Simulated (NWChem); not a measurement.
# SrBr2; SMILES [Br][Sr][Br]

Computed with NWChem. Medium grid unless said otherwise, to which SCAN and Minnesota functionals are sensitive. The geometry was optimised at PBE-D3(BJ)/def2-SVP. def2 effective core potentials on Sr; no spin-orbit coupling.

### Question
Among these, which level gives the highest value of “dipole (D)”?
A) B3LYP/def2-TZVP
B) M06-L/def2-TZVP
C) Hartree-Fock/def2-TZVP
D) LC-BLYP (range parameter 0.33 per bohr)/def2-TZVP

### Answer
C, Hartree-Fock/def2-TZVP. Values: B3LYP/def2-TZVP 3.94; LC-BLYP (range parameter 0.33 per bohr)/def2-TZVP 4.01; M06-L/def2-TZVP 4.03; Hartree-Fock/def2-TZVP 4.26
